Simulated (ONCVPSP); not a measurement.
**Configuration tests for silver (ONCV)**

Ag (Z = 47), optimised norm-conserving Vanderbilt (ONCV), made with ONCVPSP 4.0.1 (PBE, scalar-relativistic). Core [Ar] 3d10, reference 4s2 4p6 4d10 5s0.5 (charge +0.5). Waves: 4s+5s: rc 1.15 bohr, ncon 4, nbas 7, qcut 8.1 1/bohr, 2 projectors; 4p: rc 1.45 bohr, ncon 3, nbas 8, qcut 10.7 1/bohr, 3 projectors, debl 1 Ha; 4d: rc 1.15 bohr, ncon 5, nbas 10, qcut 8.3 1/bohr, local. Local part: the d channel. Core correction: none.

In the p channel the program set the typed energies aside and used -2.297, 0.250, 1.250 Ha.

Energies are relative to the spin-unpolarised reference configuration 4s2 4p6 4d10 5s0.5; without spin polarisation the order of configurations can differ from experiment.

```tsv
valence configuration	charge	ΔE all-electron (eV)	error AE − PS (meV)
4s2 4p6 4d10 5s1	0	-3.017	+0.4
4s2 4p6 4d10 5s0	+1	4.741	-0.8
4s1 4p6 4d10 5s1	+1	99.036	-56
```

Question: What are ΔE and the potential's error for 4s2 4p6 4d9 5s0?

Answer: ΔE = 26.854 eV all-electron; the error (AE − PS) is -1.8 meV.

Levels in the configuration 4s1 4p6 4d10 5s1:

```json
{"level": "4s", "all-electron (eV)": "-109.602", "pseudo (eV)": "-109.638"}
{"level": "4p", "all-electron (eV)": "-72.764", "pseudo (eV)": "-72.808"}
{"level": "4d", "all-electron (eV)": "-20.288", "pseudo (eV)": "-20.279"}
{"level": "5s", "all-electron (eV)": "-12.866", "pseudo (eV)": "-12.869"}
```
